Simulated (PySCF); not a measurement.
PySCF 2.14 output of an unrestricted CAM-B3LYP calculation on a single atom or ion in x2c-TZVPPall (11s7p7d4f2g, 113 functions), with scalar relativity by spin-free X2C-1e:

```
SCF conv_tol = 1e-09
number electrons alpha = 31  beta = 27
    T. Yanai, D. P. Tew, and N. C. Handy.,  Chem. Phys. Lett. 393, 51 (2004)
cycle= 1 E= -9622.87873457716  delta_E= -0.0164  |g|= 0.0327  |ddm|= 0.288
cycle= 2 E= -9622.87896710746  delta_E= -0.000233  |g|= 0.014  |ddm|= 0.0688
cycle= 3 E= -9622.8789935136  delta_E= -2.64e-05  |g|= 0.0045  |ddm|= 0.0132
cycle= 4 E= -9622.87899996631  delta_E= -6.45e-06  |g|= 0.000916  |ddm|= 0.00872
cycle= 5 E= -9622.8790025747  delta_E= -2.61e-06  |g|= 0.000681  |ddm|= 0.00309
cycle= 6 E= -9622.87900717499  delta_E= -4.6e-06  |g|= 0.000474  |ddm|= 0.00407
cycle= 7 E= -9622.8790108957  delta_E= -3.72e-06  |g|= 9.32e-05  |ddm|= 0.00671
cycle= 8 E= -9622.87901098233  delta_E= -8.66e-08  |g|= 1.68e-05  |ddm|= 0.00111
cycle= 9 E= -9622.87901098491  delta_E= -2.57e-09  |g|= 2.38e-06  |ddm|= 0.000207
cycle= 10 E= -9622.87901098493  delta_E= -2e-11  |g|= 4.75e-07  |ddm|= 6.2e-06
converged SCF energy = -9622.87901098493  <S^2> = 6.0011045  2S+1 = 5.0004418
```

The run itself started from symmetry-adapted Hartree-Fock orbitals and held the occupation by maximum overlap, on a logarithmic radial grid, so the iterations belong to that start.

Q: Which element, charge and spin multiplicity is this?

A: Nd²⁺ (neodymium, charge +2), multiplicity 5; the state was [Xe] 4f3 6p1, one real determinant (an excited configuration).

⟨L²⟩ = 35.99 against 56 for a pure K term, so this real determinant mixes terms. Spin-orbit coupling, absent here, splits the open shell strongly.
